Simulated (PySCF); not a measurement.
**Cost of excited-state runs on `CC(C)(C)/C=C(/Cl)C(=O)F`, [C7H10ClFO]+, doublet, charge +1**

Structure with atom numbers: `[CH3:1][C:2]([CH3:3])([CH3:4])/[CH:5]=[C:6](/[Cl:7])[C:8](=[O:9])[F:10]`. Each H is labelled by its parent atom.

PySCF with density fitting, on 1 thread of an Arm Neoverse V2, shared host. Command: `OMP_NUM_THREADS=1 python excited_run.py task.json out`

Problem. How long does each of these runs take, and how much memory?
- open-shell absorption, PBE0/def2-SVP; 10 states; Tamm-Dancoff; IEF-PCM methanol
- open-shell absorption, PBE0/def2-SVP; 10 states; Tamm-Dancoff; writes grids
- open-shell absorption, HCTH407/def2-SVP; 6 states; full response

Solution. 
| run | level | basis functions | wall time | peak memory (GiB) |
| --- | --- | --- | --- | --- |
| open-shell absorption | PBE0/def2-SVP | 194 | 74 s | 0.99 |
| open-shell absorption | PBE0/def2-SVP | 194 | 100 s | 0.79 |
| open-shell absorption | HCTH407/def2-SVP | 194 | 88 s | 0.59 |

Times from a shared host are rough.
